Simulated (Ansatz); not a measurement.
`[GaH3-][AsH3+]`. Charge 0, multiplicity 1.

```xyz
8

Ga    1.045    0.159   -1.139
As   -0.744   -0.113    0.811
H     0.289   -0.743   -2.185
H     0.925    1.724   -1.256
H     2.255   -0.454   -0.340
H    -0.338   -0.697    2.142
H    -1.969   -0.971    0.608
H    -1.462    1.095    1.359
```

(1) List the harmonic frequencies (cm⁻¹, unscaled) at PBE0-D4/def2-TZVP in Ansatz. (Best estimate.)

(2) Is this a minimum?

## Answers

(1) Computed: 100i, 142, 238, 238, 456, 457, 691, 745, 745, 906, 1012, 1012, 1937, 1937, 1947, 2275, 2293, 2293.

(2) No: 1 imaginary mode, so it is a saddle point.
